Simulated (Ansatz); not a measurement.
Calculated with Ansatz (gas phase, PBE0-D4/def2-TZVP geometries, no zero-point term in ΔE). CCSD(T)/CBS is the MP2 limit (def2-TZVPP, def2-QZVPP) plus CCSD(T) − MP2 in def2-TZVPP, frozen cores. Functionals use def2-TZVPP. One conformer a species, not always the lowest.

Reaction (isomerisation): `NB1OC1F` → `FC1NBO1`

**Question.** Is it downhill or uphill in electronic energy at CCSD(T)/CBS, and by how much? (Best estimate.)

**Answer.** Computed: Downhill: ΔE = -5.3 kcal/mol.

**Question.** What do these levels give: BLYP-D4, r2SCAN0-D4, CAM-B3LYP-D4, HF/def2-SVP, MP2/def2-SVP, CCSD/def2-SVP, HF/def2-TZVPP, SCS-MP2/def2-TZVPP, CCSD(T)/def2-TZVPP, MP2/def2-QZVPP, HF/CBS(def2), MP2/CBS(def2)? (Best estimate.)

**Answer.** Computed: BLYP-D4 -0.7, r2SCAN0-D4 -4.9, CAM-B3LYP-D4 -3.9, HF/def2-SVP -10.3, MP2/def2-SVP -6.7, CCSD/def2-SVP -7.5, HF/def2-TZVPP -8.4, SCS-MP2/def2-TZVPP -5.4, CCSD(T)/def2-TZVPP -5.6, MP2/def2-QZVPP -4.9, HF/CBS(def2) -8.4, MP2/CBS(def2) -4.8 kcal/mol.

Largest T1 diagnostic among the species: 0.014.

In def2-TZVPP, CCSD(T) changes the Hartree–Fock value by +2.8 kcal/mol (the triples alone add +0.3 kcal/mol) and MP2 by +3.3 kcal/mol. From r2SCAN to r2SCAN0 (25 % exact exchange), in def2-TZVPP and without D4, ΔE moves by −1.6 kcal/mol.
